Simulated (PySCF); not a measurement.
# Computed records: CH$_{4}$BN$_{2}$, CH$_{4}$BClN

Calculation on a computer-drawn molecule: the log of a Hartree-Fock and frozen-core CCSD(T) single point meant for a local Hartree-Fock minimum, with one planted fault or none, to be diagnosed. Offsets are logged minus clean, where the clean run is the same molecule without the fault. The reference is restricted for singlets and unrestricted otherwise, and also for a bond in bohr or an excited solution. Adding or removing an electron swaps singlet and doublet. The excited solution moves the top pair (singlet) or top alpha electron (doublet) to the lowest empty orbital. Highest occupied and lowest empty are orbital energies over both spins, largest force is the largest gradient component, triples share is (T) over the correlation energy, the T1 limit is 0.02 restricted and 0.045 unrestricted, electrons count all cores, a negative frequency is imaginary (commonest isotopes), and the dipole is about the centre of nuclear charge. Program: PySCF 2.14.0.

Common to all runs: meant charge 0; meant multiplicity 2; logged SCF converged yes; logged CC converged yes; logged SCF stable within its kind yes; possible faults no fault, one electron removed, one electron added, multiplicity raised by two, geometry at a saddle point, SCF held on an excited solution, minimal basis STO-3G, one bond length entered in bohr, all coordinates scaled.

```yaml
- entry: 1
  formula: CH4BN2
  logged_structure:
    atoms_angstrom:
      - [C, 1.2347, -0.9082, -0.9095]
      - ["N", 0.2503, -1.0104, 0.0821]
      - [B, -1.1096, -1.2443, -0.152]
      - ["N", -2.3149, -1.4128, -0.3505]
      - [H, 2.1883, -0.4979, -0.6067]
      - [H, 0.889, -0.7361, -1.9192]
      - [H, 0.5805, -1.0623, 1.0232]
      - [H, -3.2522, -1.6587, -0.5155]
  given:
    meant_basis: cc-pVDZ
    logged_electrons: 29
    logged_basis_functions: 24
    logged_spin_squared: 0.7592
    "logged_highest_occupied [eV]": -6.3081
    "logged_lowest_empty [eV]": 8.8624
    "logged_largest_force [hartree/bohr]": 0.099211
    logged_T1_diagnostic: 0.019549
    logged_D1_diagnostic: 0.076112
    logged_triples_share: 0.029192
    "logged_dipole_magnitude [debye]": 0.77252
    "logged_energy_HF [hartree]": -171.54743
    "logged_energy_CCSD(T) [hartree]": -171.7881
    drawn_bonds_atom: [1, 2, 3, 1, 1, 2, 4]
    drawn_bonds_other_atom: [2, 3, 4, 5, 6, 7, 8]
    drawn_bonds_order: [1, 1, 2, 1, 1, 1, 1]
  results:
    planted_fault: "minimal basis STO-3G"
    "HF_energy_offset_from_clean_run [kcal/mol]": 1400
    "CCSD(T)_energy_offset_from_clean_run [kcal/mol]": 1608
- entry: 2
  formula: CH4BClN
  logged_structure:
    atoms_angstrom:
      - [C, 0.133, 0.0071, -1.6632]
      - ["N", -0.9209, -0.8756, -1.9018]
      - [B, -1.9786, -0.7739, -2.8022]
      - [Cl, -2.1742, 0.662, -3.843]
      - [H, 0.7327, -0.158, -0.781]
      - [H, 0.0956, 0.9767, -2.1319]
      - [H, -0.8825, -1.7179, -1.3637]
      - [H, -2.7801, -1.6513, -2.891]
  given:
    meant_basis: "cc-pV(D+d)Z"
    logged_electrons: 39
    logged_basis_functions: 85
    logged_spin_squared: 3.7788
    "logged_highest_occupied [eV]": -3.9889
    "logged_lowest_empty [eV]": -2.9308
    "logged_largest_force [hartree/bohr]": 0.062955
    logged_T1_diagnostic: 0.093275
    logged_D1_diagnostic: 0.62626
    logged_triples_share: 0.02877
    "logged_dipole_magnitude [debye]": 2.2583
    "logged_energy_HF [hartree]": -578.61247
    "logged_energy_CCSD(T) [hartree]": -579.17499
    drawn_bonds_atom: [1, 2, 3, 1, 1, 2, 3]
    drawn_bonds_other_atom: [2, 3, 4, 5, 6, 7, 8]
    drawn_bonds_order: [1, 1, 1, 1, 1, 1, 1]
  results:
    planted_fault: "multiplicity raised by two"
    "HF_energy_offset_from_clean_run [kcal/mol]": 171.9
    "CCSD(T)_energy_offset_from_clean_run [kcal/mol]": 175.3
  notes: ["T1 above single-reference limit"]
```
